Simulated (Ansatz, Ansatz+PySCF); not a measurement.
```xyz
7

S     0.0000    0.0000    0.0000
F     1.4542    0.0000    0.0000
F    -1.4542    0.0000    0.0000
F     0.0000    1.4542    0.0000
F     0.0000   -1.4542    0.0000
F     0.0000    0.0000    1.4542
F     0.0000    0.0000   -1.4542
```

Basis set: def2-SVP (spherical functions). Correlated methods keep 11 orbitals frozen. Charge 0, multiplicity 1.

Computed with Ansatz (development build ahead of 0.2.0); each method stands on the lowest determinant of its kind that the runs found. Restricted open shells among the atoms or ions are ROHF, correlated in semicanonical orbitals with singles.

The atomization energy at this shape (free ground-state atoms in the same class of orbitals less the molecule, no zero-point energy) of singlet SF6:

```json
{"method": "RHF-MP2", "atomization energy": "1486.6 kJ/mol"}
{"method": "UHF-MP2", "atomization energy": "1490.0 kJ/mol"}
{"method": "RHF", "atomization energy": "700.1 kJ/mol"}
```

**Question.** What does UHF give?

**Answer.** 633.7 kJ/mol. Caution: the shape is not the minimum.
